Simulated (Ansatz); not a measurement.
Job for Ansatz (an electronic-structure program): SC-NEVPT2 on CASSCF(2,2)/cc-pV(T+d)Z on CH5AlO (SMILES C[O][AlH2]), a point of a bond scan (R = 4.242 Å). Files ending in .json are basis or fitting sets from the Basis Set Exchange.

Ansatz 0.2 input:
```yaml
crystal:
  periodic: [false, false, false]
  atoms:
    - {symbol: Al, position_ang: [-0.48447785, 0.89780616, 0.62601054]}
    - {symbol: H, position_ang: [-0.39860602, 1.76154880, 4.77821037]}
    - {symbol: H, position_ang: [-1.22107104, 1.77313262, -0.46313067]}
    - {symbol: O, position_ang: [0.33969018, -0.49209283, 0.13373798]}
    - {symbol: C, position_ang: [0.56151194, -1.13056905, -1.10068500]}
    - {symbol: H, position_ang: [0.08822596, -0.60052820, -1.93547360]}
    - {symbol: H, position_ang: [1.63509344, -1.19352194, -1.29911414]}
    - {symbol: H, position_ang: [0.16204404, -2.14811651, -1.07007472]}
basis:
  gaussian:
    orbitals: cc-pV_T+d_Z.json
    pivot_positions_ang: [[-0.48447785, 0.89780616, 0.62601054], [-0.39860602, 1.76154880, 4.77821037], [-1.22107104, 1.77313262, -0.46313067], [0.33969018, -0.49209283, 0.13373798], [0.56151194, -1.13056905, -1.10068500], [0.08822596, -0.60052820, -1.93547360], [1.63509344, -1.19352194, -1.29911414], [0.16204404, -2.14811651, -1.07007472]]
magnetization: {spin_polarized: false}
correlation: {method: sc_nevpt2, electrons: outside_noble_gas, active_space: {window: {electrons: 2, orbitals: 2}}}
output: {orbitals: {seedname: ./end}}
```

**Question.** What total energy does the run end on?

**Answer.** -358.0090 hartree.

**Question.** How many basis functions does it have, and what does it roughly cost on one machine?

**Answer.** 169 functions; around 10 core-seconds (rough).
